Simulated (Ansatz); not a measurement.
## Worked example: the step energy

An elementary step of Si$_{2}$NH$_{9}$OF$_{2}$, closed shell (Si₂H₄F₂ ([F][SiH]([F])[SiH3]) + H₂O + NH₃ → SiNH₃F₂ ([NH2][SiH]([F])[F]) + SiH₄ + H₂O; Si–Si, H–N, H–O broken or loosened, Si–N, Si–H, H–O formed or tightened). “Start” and “end” are the PBE0-D4/def2-TZVP structures reached by relaxing down either side of its saddle point, with the molecules still in contact.

Ansatz 0.2.0; basis: def2-TZVPP and def2-QZVPP; cores frozen in the correlated methods.

Energies in eV:

| quantity | end | start |
| --- | --- | --- |
| Hartree–Fock, triple zeta (X = 3) | -24807.05870 | -24805.98199 |
| Hartree–Fock, quadruple zeta (X = 4) | -24808.01709 | -24806.91004 |
| MP2 correlation, X = 3 | -33.89775 | -34.27970 |
| MP2 correlation, X = 4 | -36.78096 | -37.19282 |
| CCSD(T) correlation, X = 3 | -36.31811 | -36.75334 |

Work out the step energy at the basis limit: extrapolate Hartree–Fock as E(X) = E∞ + A exp(−7.88 √X) and the MP2 correlation as E(X) = E∞ + B X^−2.97 (the exponents that Neese and Valeev fitted for def2-TZVPP and QZVPP), then add CCSD(T) − MP2 in triple zeta.

Each step is linear, so take the differences first (end − start): Hartree–Fock -1.07671 (X = 3) and -1.10705 (X = 4); MP2 correlation 0.38195 and 0.41186; CCSD(T) correlation 0.43523.
Two points give E∞ = E(4) + w [E(4) − E(3)], with w = 1/(exp(7.88 (2 − √3)) − 1) = 0.1377 for Hartree–Fock and w = 1/((4/3)^2.97 − 1) = 0.7407 for the correlation.
Hartree–Fock: -1.10705 + 0.1377 × (-0.03034) = -1.1112 eV.
MP2 correlation: 0.41186 + 0.7407 × 0.02991 = 0.4340 eV.
CCSD(T) − MP2: 0.43523 − 0.38195 = 0.0533 eV.
Sum: -1.1112 + 0.4340 + 0.0533 = -0.6239 eV, or -14.39 kcal/mol. Plain CCSD(T) in triple zeta gives -0.6415 eV, so the larger basis shifts the result by 0.0176 eV.

T1 diagnostic: at most 0.013.

Labels in which every atom is bracketed show which atoms are joined, not bond orders.

For scale, one of the runs: CCSD(T)/def2-TZVPP, 334 basis functions, launched by `ansatz run in.yaml --threads 4 --pin off --events-out ev --progress --plain --max-ram 46080MiB --backend cuda --devices 0, --max-vram 37GiB`. Time: 6 s of wall clock on 4 CPU threads of an AMD EPYC 7R13 and a share of one NVIDIA H100; the host was shared. Peak host memory: 0.87 GiB.
